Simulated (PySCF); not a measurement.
## Interval between two levels of Ba by level of theory

Ba [Xe] 6s2 → Ba [Xe] 6s1 7s1 [3S1, M_J = 1], as a difference of total energies. Computed with PySCF 2.14 in x2c-TZVPall-2c with one added diffuse shell each of s, p, d type (12s12p10d1f, 105 functions), with the two-component X2C-1e Hamiltonian. Correlated levels: [Kr] 4d10 frozen; the 24 highest virtual spinors dropped. "Screened" scales the spin-orbit matrix elements by Boettger's factors to mimic the two-electron term; Breit and QED terms are absent.

| method | interval between two levels (cm⁻¹) |
| --- | --- |
| GHF (screened spin-orbit) | 19990 |
| GMP2 (screened spin-orbit) | 25189 |

The promoted electron is Rydberg-like, and one or two diffuse shells describe it only roughly, which tends to raise the upper state.
